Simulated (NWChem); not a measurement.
System: MgF2; SMILES [Mg]([F])[F]

The following NWChem deck was run.

```
start job
memory heap 200 mb stack 900 mb global 1100 mb
geometry units angstroms
  Mg     0.000000     0.000000    -0.047706
  F      1.735314     0.000000    -0.047666
  F     -1.735314     0.000000    -0.047666
end
basis spherical
  * library pcseg-1
end
dft
  xc b3lyp
  iterations 150
end
driver
  maxiter 120
end
task dft optimize
task dft freq
```

Parts of the log:

```
             Northwest Computational Chemistry Package (NWChem) 7.3.0
             --------------------------------------------------------

 ORDER OF PRIMARY AXIS IS BEING SET TO 4
 D4H symmetry detected

 AUTOZ failed to generate good internal coordinates.
 Cartesian coordinates will be used in optimizations.

                             Geometry "geometry" -> ""
                             -------------------------

 Output coordinates in angstroms (scale by  1.889725989 to convert to a.u.)

  No.       Tag          Charge          X              Y              Z
 ---- ---------------- ---------- -------------- -------------- --------------
    1 Mg                  12.0000     0.00000000     0.00000000     0.00000000
    2 F                    9.0000     0.00000000     0.00000000     1.73531400
    3 F                    9.0000     0.00000000     0.00000000    -1.73531400

 Effective nuclear repulsion energy (a.u.)      78.2186764865

      Symmetry information
      --------------------

 Group name             D4h
 Group number             28
 Group order              16
 No. of unique centers     2

                           NWChem Geometry Optimization
                           ----------------------------

 maximum gradient threshold         (gmax) =   0.000450
 rms gradient threshold             (grms) =   0.000300
 maximum cartesian step threshold   (xmax) =   0.001800
 rms cartesian step threshold       (xrms) =   0.001200
 fixed trust radius                (trust) =   0.300000
 source of zmatrix                         =

          -------------------
          Energy Minimization
          -------------------

 Using diagonal initial Hessian

          --------
          Step   0

                                 NWChem DFT Module
                                 -----------------

 Summary of "ao basis" -> "ao basis" (spherical)
 ------------------------------------------------------------------------------
       Tag                 Description            Shells   Functions and Types
 ---------------- ------------------------------  ------  ---------------------
 Mg                         pcseg-1                  6       10   4s2p
 F                          pcseg-1                  6       14   3s2p1d

      Symmetry analysis of basis
      --------------------------

        a1g        10
        a1u         0
        a2g         0
        a2u         8
        b1g         1
        b1u         1
        b2g         1
        b2u         1
        eg          6
        eu         10

            General Information
            -------------------
          SCF calculation type: DFT
          Wavefunction type:  closed shell.
          No. of atoms     :     3
          No. of electrons :    30
           Alpha electrons :    15
            Beta electrons :    15
          Charge           :     0
          Spin multiplicity:     1
          Use of symmetry is: on ; symmetry adaption is: on
          Maximum number of iterations: 150
          AO basis - number of functions:    38
                     number of shells:    18
          Convergence on energy requested:  1.00D-06
          Convergence on density requested:  1.00D-05
          Convergence on gradient requested:  5.00D-04

              XC Information
              --------------
                         B3LYP Method XC Potential
                     Hartree-Fock (Exact) Exchange  0.200
                        Slater Exchange Functional  0.800 local
                    Becke 1988 Exchange Functional  0.720 non-local
              Lee-Yang-Parr Correlation Functional  0.810
                  VWN I RPA Correlation Functional  0.190 local

             Grid Information
             ----------------
          Grid used for XC integration:  medium
          Radial quadrature: Mura-Knowles
          Angular quadrature: Lebedev.
          Tag              B.-S. Rad. Rad. Pts. Rad. Cut. Ang. Pts.
          ---              ---------- --------- --------- ---------
          Mg                  1.50       88           8.0       590
          F                   0.50       49           8.0       434
          Grid pruning is: on
          Number of quadrature shells:   137
          Spatial weights used:  Erf1

      Superposition of Atomic Density Guess
      -------------------------------------

 Sum of atomic energies:        -398.28120931

      Non-variational initial energy
      ------------------------------

 Total energy =    -398.116277
 1-e energy   =    -712.947145
 2-e energy   =     236.612192
 HOMO         =      -0.665161
 LUMO         =      -0.128442

      Symmetry analysis of molecular orbitals - initial
      -------------------------------------------------

 !! scf_movecs_sym_adapt:    4 vectors were symmetry contaminated

  Symmetry fudging

 !! scf_movecs_sym_adapt:    2 vectors were symmetry contaminated

  Numbering of irreducible representations:

     1 a1g         2 a1u         3 a2g         4 a2u         5 b1g
     6 b1u         7 b2g         8 b2u         9 eg         10 eu

  Orbital symmetries:

[...]

      ----------------------
      Optimization converged
      ----------------------

  Step       Energy      Delta E   Gmax     Grms     Xrms     Xmax
  ---- ---------------- -------- -------- -------- -------- --------
@    3    -399.84692181 -7.8D-09  0.00000  0.00000  0.00006  0.00013
                                     ok       ok       ok       ok

                         Geometry "geometry" -> "geometry"
                         ---------------------------------

 Output coordinates in angstroms (scale by  1.889725989 to convert to a.u.)

  No.       Tag          Charge          X              Y              Z
 ---- ---------------- ---------- -------------- -------------- --------------
    1 Mg                  12.0000     0.00000000     0.00000000     0.00000000
    2 F                    9.0000     0.00000000     0.00000000     1.75897709
    3 F                    9.0000     0.00000000     0.00000000    -1.75897709

 Effective nuclear repulsion energy (a.u.)      77.1664198158

      Symmetry information
      --------------------

 Group name             D4h
 Group number             28
 Group order              16
 No. of unique centers     2

 ==============================================================================
                                internuclear distances
 ------------------------------------------------------------------------------
       center one      |      center two      | atomic units |  angstroms
 ------------------------------------------------------------------------------
    2 F                |   1 Mg               |     3.32398  |     1.75898
    3 F                |   1 Mg               |     3.32398  |     1.75898
 ------------------------------------------------------------------------------
                         number of included internuclear distances:          2
 ==============================================================================

[second-derivative integrals and response iterations left out]

  Vibrational analysis via the FX method

  See chapter 2 in "Molecular Vibrations" by Wilson, Decius and Cross

  Vib: Default input used

 ---------------------------- Atom information ----------------------------
     atom    #        X              Y              Z            mass
 --------------------------------------------------------------------------
    Mg       1  0.0000000D+00  0.0000000D+00  0.0000000D+00  2.3985040D+01
    F        2  0.0000000D+00  0.0000000D+00  3.3239847D+00  1.8998400D+01
    F        3  0.0000000D+00  0.0000000D+00 -3.3239847D+00  1.8998400D+01
 --------------------------------------------------------------------------

[unprojected Hessian and modes left out]

[...]

 Rotational Constants
 --------------------
 A=   0.000000 cm-1  (  0.000000 K)
 B=   0.143395 cm-1  (  0.206308 K)
 C=   0.143395 cm-1  (  0.206308 K)

 Temperature                      =   298.15K
 frequency scaling parameter      =   1.0000

 Linear Molecule

 Zero-Point correction to Energy  =    2.396 kcal/mol  (  0.003818 au)
 Thermal correction to Energy     =    4.893 kcal/mol  (  0.007798 au)
 Thermal correction to Enthalpy   =    5.485 kcal/mol  (  0.008741 au)

 Total Entropy                    =   60.050 cal/mol-K
   - Translational                =   38.275 cal/mol-K (mol. weight =  61.9818)
   - Rotational                   =   15.062 cal/mol-K (symmetry #  =        2)
   - Vibrational                  =    6.713 cal/mol-K

 Cv (constant volume heat capacity) =   10.492 cal/mol-K
   - Translational                  =    2.979 cal/mol-K
   - Rotational                     =    1.986 cal/mol-K
   - Vibrational                    =    5.526 cal/mol-K

[normal modes left out]

 ----------------------------------------------------------------------------
 Normal Eigenvalue ||           Projected Infra Red Intensities
  Mode   [cm**-1]  || [atomic units] [(debye/angs)**2] [(KM/mol)] [arbitrary]
 ------ ---------- || -------------- ----------------- ---------- -----------
    1       -0.000 ||    0.000000           0.000         0.000       0.000
    2       -0.000 ||    0.000000           0.000         0.000       0.000
    3       -0.000 ||    0.000000           0.000         0.000       0.000
    4        0.000 ||    0.000000           0.000         0.000       0.000
    5        0.000 ||    0.000000           0.000         0.000       0.000
    6      125.776 ||    0.139817           3.226       136.301      32.182
    7      125.776 ||    0.139817           3.226       136.301      32.182
    8      551.482 ||    0.000000           0.000         0.000       0.000
    9      873.480 ||    0.111373           2.569       108.572      25.635
 ----------------------------------------------------------------------------
```

Level: B3LYP/pcseg-1.
